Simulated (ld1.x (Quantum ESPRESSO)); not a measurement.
## What one change does to a pseudopotential (germanium (Ge), TM)

* Element: Ge
* Generator: ld1.x (Quantum ESPRESSO) 7.5
* Type: norm-conserving Troullier–Martins (Kleinman–Bylander form)
* Functional: PBE
* Relativity: scalar-relativistic
* Frozen core: [Ar]
* Valence charge: 14
* Reference configuration: 3d10 4s2 4p2
* Partial waves: 4s (bound): rc 1.50 bohr; 4p (bound): rc 2.00 bohr; 3d (bound): rc 1.10 bohr
* Local potential: the d channel
* Core correction: a·sin(br)/r model core inside 0.95 bohr

Change: wave 4s (bound): rc 1.50 bohr becomes 4s (bound): rc 1.16 bohr.

Cutoffs: the cutoffs (Ry, on a coarse ladder) from which the occupation-weighted sum of valence levels, in a spherical-Bessel basis at the reference potential, stays within 10 and 1 mRy of its value at 400 Ry; they do not see the model core or the augmentation charge, which bear on the density cutoff. Errors are all-electron minus pseudo energies relative to the spin-unpolarised reference configuration.

Task: How do hardness, ghosts and transferability respond?

Result: Both files keep a bound ghost (p, s); the number of tests that count goes from 6 to 7; of the 6 tests that both files solve, the error grows in 2 and shrinks in 1 by more than 15 % and 0.3 meV (median size 1.2 → 3.5 meV).

| quantity | base | changed |
| --- | --- | --- |
| cutoff, loose | 230 Ry | 230 Ry |
| cutoff, tight | over 300 Ry | over 300 Ry |
| loose cutoff by channel (10 mRy a level) | s 15 Ry, p 6 Ry, d 200 Ry | s 55 Ry, p 6 Ry, d 200 Ry |
| bound ghosts | s, p | s, p |
| tests counted (converged, no solver errors) | 6 of 7 | 7 of 7 |
| error for 3d10 4s2 4p1, meV [ΔE 7.44 eV] | -0.4 | -1.0 |
| error for 3d10 4s2 4p0, meV [ΔE 22.88 eV] | -2.0 | -6.4 |
| error for 3d10 4s1 4p0, meV [ΔE 57.67 eV] | -12 | -6.1 |
| error for 3d10 4s2 4p2.3, meV [ΔE -0.88 eV] | +0.1 | +0.1 |
| error for 3d10 4s2 4p1.5, meV [ΔE 2.80 eV] | -0.3 | -0.4 |
| error for 3d10 4s0 4p4, meV [ΔE 16.20 eV] | -6.9 | -6.5 |
| s: phases at 2.21 bohr within 0.05 rad from the reference energy up to (Ry; the scan ends near 5) | 2.4 | 2.6 |
| p: phases at 2.21 bohr within 0.05 rad from the reference energy up to (Ry; the scan ends near 5) | 4.5 | 4.5 |
| d: phases at 2.21 bohr within 0.05 rad from the reference energy up to (Ry; the scan ends near 5) | 1.1 | 1.1 |

Base: Tests not counted: 3d9 4s2 4p2 (solver errors, printed error -18.8 eV). A true bound ghost makes a file unfit for plane-wave use even where its test errors are small: the radial tests pick states by their node count and pass the ghost by. Where a test does run into it, the solver fails or the error is huge.
